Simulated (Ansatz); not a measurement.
```yaml
crystal:
  periodic: [false, false, false]
  atoms:
    - {symbol: O, position_ang: [-0.588548, 0.368492, -0.601526]}
    - {symbol: C, position_ang: [0.841376, 0.783435, -0.412036]}
    - {symbol: S, position_ang: [1.733569, -0.430531, 0.397881]}
    - {symbol: Al, position_ang: [-0.468041, -1.290244, 0.808233]}
    - {symbol: H, position_ang: [-1.232765, 0.819584, -0.807141]}
    - {symbol: H, position_ang: [0.588235, 1.703011, 0.039069]}
    - {symbol: H, position_ang: [1.176967, 0.921738, -1.458338]}
    - {symbol: H, position_ang: [-0.870733, -2.469373, 0.466463]}
    - {symbol: H, position_ang: [-1.206077, -0.210913, 1.835626]}
basis:
  gaussian: {orbitals: aug-cc-pVTZ, fitting: {mean_field: cc-pVTZ-jkfit}}
total_charge: -1
magnetization: {spin_polarized: true, initial_magnetization: 1}
hamiltonian: {xc: {name: PBE1PBE}, pseudopotentials: {relativity: scalar}}
output: {forces: true}
```

```sh
$ ansatz run in.yaml --threads 2 --pin off --events-out ev --progress --plain --max-ram 4352MiB
```

(1) How does Ansatz answer? (Best estimate.)

Results:

(1) Computed: The program refused the input.
```
Error: YAML parse error: error: line 17 column 19: hamiltonian.xc: no functional is named "PBE1PBE"; the names, which are not case-sensitive, are SVWN5, SPW92, PBE, PBE0, PBEsol, revPBE, revPBE0, RPBE, rPW86-PBE, HSE06, wPBEh, LC-wPBE, HISS, HF, BLYP, B3LYP, B3LYP5, BHLYP, CAM-B3LYP, r2SCAN, r2SCANh, r2SCAN0, r2SCAN50, m-r2SCAN, B97, wB97, wB97X, wB97X-V, B97M-V, wB97M-V, B2PLYP, B2GP-PLYP, PBE0-DH, PBE-QIDH
15 | total_charge: -1
16 | magnetization: {spin_polarized: true, initial_magnetization: 1}
17 | hamiltonian: {xc: {name: PBE1PBE}, pseudopotentials: {relativity: scalar}}
18 | output: {forces: true}
```

HSE06 is defined as in plane-wave codes.
